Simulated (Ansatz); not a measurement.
C2H8BNO (`COB(C)N`), charge 0, multiplicity 1.

(1) Give a relaxed structure at PBE0-D4/def2-TZVP (Ansatz 0.2.0). (An estimate is asked.)

## Answers

(1) Computed: 
Z-matrix (Å, degrees):
```
C
O 1 1.403
H 1 1.091 2 108.0
H 1 1.096 2 111.9 3 119.1
H 1 1.096 2 111.9 3 -119.1
B 2 1.375 1 121.5 3 179.9
N 6 1.405 2 115.7 1 180.0
C 6 1.577 2 122.6 1 -0.0
H 7 1.005 6 122.2 2 0.0
H 7 1.002 6 123.1 2 -180.0
H 8 1.095 6 111.2 2 59.0
H 8 1.092 6 112.8 2 179.9
H 8 1.095 6 111.2 2 -59.1
```
Point group Cs.
This is one stationary point; other conformers may exist.
